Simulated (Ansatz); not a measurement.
Species: [B(F)3(O(CH3)2)] (charge 0, multiplicity 1).

**Question.** Give a relaxed geometry from PBE-D3(BJ)/def2-SVP (Ansatz, a quantum-chemistry and plane-wave program).

**Answer.** One answer among several that fit: the end point of this relaxation, one of several conformers.
Z-matrix (Å, degrees):
```
O
C 1 1.4377
H 2 1.1032 1 106.10
H 2 1.1082 3 110.55 1 -118.11
H 2 1.1105 3 110.07 4 -122.37
C 1 1.4377 2 113.95 3 -179.18
H 6 1.1032 1 106.10 2 179.17
H 6 1.1082 7 110.55 1 118.12
H 6 1.1106 7 110.07 8 122.37
B 1 1.7474 2 113.70 3 48.34
F 10 1.3616 1 101.48 2 -53.45
F 10 1.3616 11 116.66 3 135.36
F 10 1.3674 11 115.73 12 141.39
```
